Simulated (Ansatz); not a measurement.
The cluster Cu3H3⁻, relaxed as a doublet with UKS PBE0-D4/def2-SVPD in Ansatz, starting from the GFN2-xTB geometry. Force threshold 0.02 eV/Å.

The structure comes from a short search, and lower isomers may exist.

Start:

Cartesian coordinates in Å:
```
Cu 0.571 0.544 -0.144
Cu 2.957 2.697 -0.645
Cu -1.776 -1.642 0.400
H -2.886 -2.674 0.673
H 1.736 1.628 -0.385
H -0.602 -0.552 0.102
```

```
step   energy (eV)  largest force component (eV/Å)  SCF passes
   1  -133933.3518                           0.256          17
   2  -133933.3847                           0.138          31
   3  -133933.3926                           0.013          31
   4  -133933.3926                           0.006          18
   5  -133933.3927                           0.008          32
   6  -133933.3929                           0.009          32
   7  -133933.3944                           0.019          29
   8  -133933.4001                           0.101          28
   9  -133933.4068                           0.060          28
  10  -133933.4471                           0.172          33
  11  -133933.5382                           0.473          34
  12  -133933.6675                           0.556          36
  13  -133933.7974                           0.451          29
  14  -133933.8931                           0.154          28
  15  -133933.9208                           0.066          29
  16  -133933.9287                           0.020          36
  17  -133933.9295                           0.006          32
```

Force components are those of the run's own axes.

End:

```xyz
6

Cu    0.3704    0.4739   -0.3411
Cu    2.4886    1.6944   -0.2362
Cu   -1.2551   -1.3190    0.1955
H    -2.3062   -1.8596    1.1919
H     0.8991    1.9010    0.1426
H    -0.1969   -0.8907   -0.9527
```

By distances, no bond broke or formed, bridged metal pairs apart. The bond that changes most is Cu1–H6, from 1.62 to 1.60 Å (atoms count from 1). Metal–metal contacts that move far: Cu1–Cu2 3.25 to 2.45 Å, Cu1–Cu3 3.25 to 2.48 Å.

The force fell under the threshold at step 3, but the optimiser went on and released 0.537 eV more. No frequencies were taken in this run, so the end may be a saddle point.

Hardware: 4 threads of Arm Neoverse V2 on a shared host. Wall time 63 s.
